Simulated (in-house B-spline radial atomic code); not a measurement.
A run on an ion of nuclear charge 65 with 65.8 electrons that did not converge. Method: scalar-relativistic (X2C) LDA PW92, spin-polarised, spherical fractional occupations, Fermi nucleus of rms radius 5.06 fm; computed with a B-spline radial code for spherical atoms.

Command:
```bash
python run_scf.py task.json out
```
Settings (nuclear radius in fm, mass in u):
```
Z                65
configuration    [Xe] 4f9.8 6s2
hamiltonian      x2c
method           lda,pw
spin_polarised   True
nucleus          fermi
rms_radius       5.06
atomic_mass      158.92535
speed_of_light   137.035999084
```

First and last ten iterations of the last attempt (damped for 15 steps, keeping 80 % of the old Fock matrix, then DIIS):
```
 iter        energy (Eh)    residual
    1      -11655.340981    7.10e-01
    2      -11651.860678    1.37e+00
    3      -11675.986247    8.45e-01
    4      -11688.896576    5.04e-01
    5      -11695.225949    3.11e-01
    6      -11698.033956    1.96e-01
    7      -11699.163540    1.13e-01
    8      -11699.598753    7.32e-02
    9      -11699.783584    5.32e-02
   10      -11699.878915    3.79e-02
  111      -11656.887039    5.59e-01
  112      -11656.876637    5.59e-01
  113      -11656.899742    5.59e-01
  114      -11697.795628    1.39e-01
  115      -11656.546345    5.64e-01
  116      -11656.563655    5.64e-01
  117      -11657.099918    5.60e-01
  118      -11656.425918    5.63e-01
  119      -11657.107772    5.58e-01
  120      -11699.843042    4.32e-02
 not converged after 120 iterations
```

The smallest residual met was 2.6e-02; the threshold is about 6e-07. No energy from this run should be used. The likely cause: this method binds the added charge weakly or not at all at the basis-set limit, so charge moves back and forth between the atom and the box. Run time, properties included: 2.2 s on 1 thread of Arm Neoverse V2, on a shared host.
